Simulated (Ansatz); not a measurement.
Consider the ligand exchange at the Si–O bond: `[SiH3]O[CH2][ZnH]` + `N[SiH2]O[SiH3]` → `[SiH3]N[SiH2]O[SiH3]` + `O[CH2][ZnH]`.

Program: Ansatz. Geometries: PBE0-D4/def2-TZVP. ΔE: electronic, gas phase. CCSD(T)/CBS is the MP2 limit (def2-TZVPP, def2-QZVPP) plus CCSD(T) − MP2 in def2-TZVPP, frozen cores. DFT in def2-TZVPP. For Zn outer-core shells are correlated without core-valence functions, which leaves a few kJ/mol of doubt a bond. Scalar relativity is left out up to krypton. One conformer a species, not always the lowest.

(1) Is it downhill or uphill in electronic energy at CCSD(T)/CBS, and by how much? (Estimate.)

(2) What do these levels give: PBE-D4, PBE0-D4, PBE0, SCS-MP2/def2-TZVPP, SCS-MP2/def2-QZVPP, HF/CBS(def2)? (Estimate.)

Largest T1 diagnostic among the species: 0.014.

Answers

(1) Ansatz gave: Uphill: ΔE = +40.2 kJ/mol.

(2) The calculation gave: PBE-D4 33.1, PBE0-D4 35.4, PBE0 39.2, SCS-MP2/def2-TZVPP 44.7, SCS-MP2/def2-QZVPP 44.1, HF/CBS(def2) 54.3 kJ/mol.

In def2-TZVPP, CCSD(T) changes the Hartree–Fock value by −12.1 kJ/mol (the triples alone add −1.7 kJ/mol) and MP2 by −10.6 kJ/mol. The D4 term adds −6.3 kJ/mol with B3LYP and −3.8 kJ/mol with PBE0; it sums over pairs of atoms, weighted by their polarisabilities, and B3LYP, whose exchange is more repulsive, gets the larger term.

B3LYP here is the variant with VWN-RPA as its local correlation; programs differ in this.
